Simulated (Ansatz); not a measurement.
`C[O][Mo]([OH])([F])([F])([Cl])[O]C` at its PBE0-D4/def2-TZVP geometry, where that method's forces vanish. Total charge 0; spin multiplicity 1. Mo: def2 effective core potential.

```xyz
16

C     0.9861   -2.4946   -0.3539
O     0.8360   -1.1127   -0.2114
Mo   -0.5716    0.0309   -0.3406
O    -1.3681   -1.0507    0.9914
F    -1.1823   -1.0636   -1.7272
F    -2.2826    0.7951   -0.3577
Cl    0.0913    1.4146   -2.1131
O     0.1353    1.3262    0.7120
C     0.5706    2.6426    0.8335
H     0.5663   -2.8066   -1.3146
H     2.0469   -2.7422   -0.2949
H     0.4396   -2.9861    0.4578
H    -2.3080   -0.8900    1.1308
H     0.8262    3.0214   -0.1619
H    -0.2320    3.2471    1.2639
H     1.4462    2.6687    1.4857
```

Task: What forces (eV/Å) does ωB97M-V/def2-TZVPP give on these atoms in Ansatz 0.2.0? (Best estimate.)

Result: The calculation gave: 
```
C1   0.026 -0.530 -0.049
O2  -0.231  0.634  0.031
Mo3  0.163 -0.119  0.223
O4  -0.016  0.066 -0.077
F5   0.035  0.063  0.061
F6   0.082 -0.037 -0.003
Cl7 -0.008  0.005 -0.029
O8  -0.230 -0.625 -0.192
C9   0.178  0.546  0.025
H10  0.048  0.029  0.093
H11 -0.112  0.024 -0.011
H12  0.053  0.050 -0.083
H13  0.045 -0.010 -0.004
H14 -0.023 -0.030  0.127
H15  0.083 -0.063 -0.045
H16 -0.093 -0.001 -0.068
```
